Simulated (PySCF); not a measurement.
CrO3, quintet, at a GFN2-xTB geometry of the parent state (such geometries of metal compounds can be far from the true shape) (another spin typed on purpose, not shown lowest); PySCF with BLYP/3-21G.

The PySCF input:
```python
from pyscf import gto, scf, dft

mol = gto.M(
    atom='''
Cr   -0.000000   -0.000000   -0.000000
O    -1.070771   -1.118354   -0.130168
O    -0.057295    1.242586   -0.931078
O     1.128066   -0.124232    1.061247
''',
    basis='3-21g',
    charge=0,
    spin=4,
    verbose=5,
)

mf = dft.ROKS(mol)
mf.xc = 'blyp'
mf.kernel()
```

What the program printed (banner, timings and long lists left out):

```
PySCF version 2.14.0

[INPUT] verbose = 5
[INPUT] max_memory = 4000
[INPUT] num. atoms = 4
[INPUT] num. electrons = 48
[INPUT] charge = 0
[INPUT] spin (= nelec alpha-beta = 2S) = 4
[INPUT] symmetry False subgroup None
[INPUT] Mole.unit = angstrom
[INPUT] Symbol           X                Y                Z      unit          X                Y                Z       unit  Magmom
[...]
[INPUT] ---------------- BASIS SET ----------------
[INPUT] l, kappa, [nprim/nctr], expnt,             c_1 c_2 ...
[INPUT] Cr
[...]
                                423.137           0.377084
                                92.43886          0.680989
[...]
                                26.03727          0.101431
                                7.844172          0.957198
[...]
                                2.497196          0.335115
                                0.805142          0.850248
[...]
                                0.086162          1.093671
[...]
                                26.03727          0.555983
                                7.844172          0.474818
[...]
                                2.497196          0.461625
                                0.805142          0.614539
[...]
                                0.086162          0.999945
[...]
                                2.362264          0.852156
[...]
[INPUT] O
[...]
                                48.4308           0.3515
                                10.4206           0.707658
[...]
                                1.5762            1.22156
[...]
                                1.5762            0.853955
[...]
nuclear repulsion = 233.924811961503
number of shells = 26
number of NR pGTOs = 99
number of NR cGTOs = 54
basis = 3-21g
ecp = {}

******** <class 'pyscf.dft.roks.ROKS'> ********
method = ROKS
initial guess = minao
damping factor = 0
level_shift factor = 0
DIIS = <class 'pyscf.scf.diis.CDIIS'>
diis_start_cycle = 1
diis_space = 8
diis_damp = 0
SCF conv_tol = 1e-09
SCF conv_tol_grad = None
SCF max_cycles = 50
direct_scf = True
direct_scf_tol = 1e-13
num. doubly occ = 22  num. singly occ = 4
XC library pyscf.dft.libxc version 7.1.2
    S. Lehtola, C. Steigemann, M. J. T. Oliveira, and M. A. L. Marques,  SoftwareX 7, 1–5 (2018)
XC functionals = blyp
    A. D. Becke,  Phys. Rev. A 38, 3098 (1988)
    C. Lee, W. Yang, and R. G. Parr,  Phys. Rev. B 37, 785 (1988)
    B. Miehlich, A. Savin, H. Stoll, and H. Preuss,  Chem. Phys. Lett. 157, 200 (1989)
radial grids:
    Treutler-Ahlrichs [JCP 102, 346 (1995); DOI:10.1063/1.469408] (M4) radial grids

becke partition: Becke, JCP 88, 2547 (1988); DOI:10.1063/1.454033
pruning grids: <function nwchem_prune>
grids dens level: 3
symmetrized grids: False
atomic radii adjust function: <function treutler_atomic_radii_adjust>
small_rho_cutoff = 0
Set gradient conv threshold to 3.16228e-05
atom Cr rad-grids = 90, ang-grids = [ 50  50  50  50  50  50  50  50  50  50  50  50  50  50  50  50  50  50
  50  50  50  50  50  50  50  50  50  50  86  86  86  86  86  86  86  86
  86  86  86  86  86  86  86 350 350 350 350 350 350 350 350 350 350 350
 434 434 434 434 434 434 434 434 434 434 434 434 434 434 434 434 434 434
 434 434 434 350 350 350 350 350 350 350 350 350 350 350 350 350 350 350]
atom O rad-grids = 75, ang-grids = [ 50  50  50  50  50  50  50  50  50  50  50  50  50  50  50  50  50  50
  50  50  50  50  50  86  86  86  86  86  86  86  86  86 266 266 266 266
 266 266 266 302 302 302 302 302 302 302 302 302 302 302 302 302 302 302
 302 302 302 302 302 266 266 266 266 266 266 266 266 266 266 266 266 266
 266 266 266]
tot_boxes 1872, boxes in each direction [10 11 10]
Padding 2 grids
tot grids = 63152
nelec by numeric integration = [23.91259612 23.91259612]
E1 = -2193.7079697423046  E2 = 696.3798760555427  Ecoul = 769.8566882210943  Exc = -73.47681216555156
init E= -1263.40328172526
cond(S) = 55.6583012950678

WARN: HOMO -0.303828924089817 >= LUMO -0.303828383352025

[...]
  1.15665196e-01  1.07068927e+00  1.07250958e+00  1.10751385e+00
  1.11449787e+00  1.14382171e+00  1.19125695e+00  1.22818255e+00
  1.22872577e+00  1.25940920e+00  1.66431388e+00  1.66550306e+00
  1.72761808e+00  1.88284200e+00  1.88353720e+00  2.35897919e+00
  2.36217635e+00  2.49925616e+00]
nelec by numeric integration = [25.99998602 21.99998977]
E1 = -2187.979937982149  E2 = 690.9116922345526  Ecoul = 764.3435666151427  Exc = -73.4318743805901
cycle= 48 E= -1263.14343378609  delta_E= 0.269  |g|= 0.231  |ddm|= 2.13
[...]
                  Roothaan           | alpha              | beta
  Highest 2-occ = -0.521991119512061 | -0.551009101715638 | -0.506593445179156
  Lowest 0-occ =  -0.376010114964808 |  -0.43840240948274 | -0.430143515628657
  1-occ =         -0.517643974665408 | -0.576487726468832 | -0.513604032927252
  1-occ =         -0.508664038103074 | -0.563877981667815 | -0.491452367880458
  1-occ =         -0.408825471243658 | -0.481234390394912 | -0.473838436862251
  1-occ =         -0.377351431384288 | -0.458395529005387 |  -0.44946264283347
  Roothaan mo_energy =
[-2.13560799e+02 -2.45965279e+01 -2.09296027e+01 -2.09276585e+01
 -2.09257691e+01 -1.90336166e+01 -1.90305416e+01 -1.90303627e+01
 -3.10649204e+00 -2.10696759e+00 -2.10302657e+00 -2.07233751e+00
 -1.11967368e+00 -1.09242745e+00 -1.09064948e+00 -6.39322581e-01
 -6.39021923e-01 -5.94179450e-01 -5.93977031e-01 -5.88662253e-01
 -5.34567271e-01 -5.21991120e-01 -5.17643975e-01 -5.08664038e-01
 -4.08825471e-01 -3.77351431e-01 -3.76010115e-01 -2.77491526e-01
 -2.76602224e-01 -1.09075495e-01 -8.54175538e-02 -3.91314021e-02
 -3.89950880e-02  3.90485094e-02  6.30712868e-02  1.18471215e-01
  1.18960555e-01  1.07803846e+00  1.07914490e+00  1.11545133e+00
  1.11875132e+00  1.14985355e+00  1.19748110e+00  1.23424753e+00
  1.23466548e+00  1.26588324e+00  1.67172163e+00  1.67388851e+00
  1.73586864e+00  1.89057350e+00  1.89090754e+00  2.36627258e+00
  2.36794165e+00  2.50587758e+00]
nelec by numeric integration = [25.99998486 21.99999002]
E1 = -2218.6475352244925  E2 = 721.2894635305599  Ecoul = 796.183345452013  Exc = -74.89388192145306
cycle= 49 E= -1263.43325973243  delta_E= -0.29  |g|= 1.08  |ddm|= 2.18

WARN: HOMO -0.039033794503068 >= LUMO -0.40948965553823

                  Roothaan           | alpha              | beta
  Highest 2-occ = -0.521981756321244 | -0.163968065698526 | -0.123706780406292
  Lowest 0-occ =   -0.40948965553823 | 0.0774392677872362 | 0.0876579200933335
  1-occ =         -0.517653933942163 | -0.283461310695168 |  -0.20790829669222
  1-occ =         -0.508504297155951 | -0.275479102760821 | -0.200701187969978
  1-occ =         -0.0391902934454011 | 0.0516159994471462 | 0.0573866415894939
  1-occ =         -0.039033794503068 | 0.0531152659946115 | 0.0590630850737981
  Roothaan mo_energy =
[-2.13562166e+02 -2.45978813e+01 -2.09307232e+01 -2.09291991e+01
 -2.09271865e+01 -1.90327329e+01 -1.90306973e+01 -1.90304201e+01
 -3.10751160e+00 -2.10751771e+00 -2.10427285e+00 -2.07346485e+00
 -1.11975192e+00 -1.09241826e+00 -1.09089530e+00 -6.39583487e-01
 -6.39274330e-01 -5.94530498e-01 -5.94471962e-01 -5.88912296e-01
 -5.34689940e-01 -5.21981756e-01 -5.17653934e-01 -5.08504297e-01
 -4.09489656e-01 -3.77856581e-01 -3.76756877e-01 -2.77971704e-01
 -2.77098702e-01 -1.09286497e-01 -8.56060102e-02 -3.91902934e-02
 -3.90337945e-02  3.89019621e-02  6.28557403e-02  1.18356623e-01
  1.18775071e-01  1.07798435e+00  1.07887768e+00  1.11541056e+00
  1.11869670e+00  1.14989911e+00  1.19745434e+00  1.23424099e+00
  1.23465287e+00  1.26579635e+00  1.67108694e+00  1.67297886e+00
  1.73504987e+00  1.88994622e+00  1.89027763e+00  2.36634837e+00
  2.36777939e+00  2.50576144e+00]
nelec by numeric integration = [25.99998606 21.99999004]
E1 = -2187.617100018096  E2 = 690.5466547577773  Ecoul = 763.9567819866276  Exc = -73.41012722885026
cycle= 50 E= -1263.14563329882  delta_E= 0.288  |g|= 0.221  |ddm|= 2.13
SCF not converged.
SCF energy = -1263.14563329882
```

The run did not converge; its last values are not results.
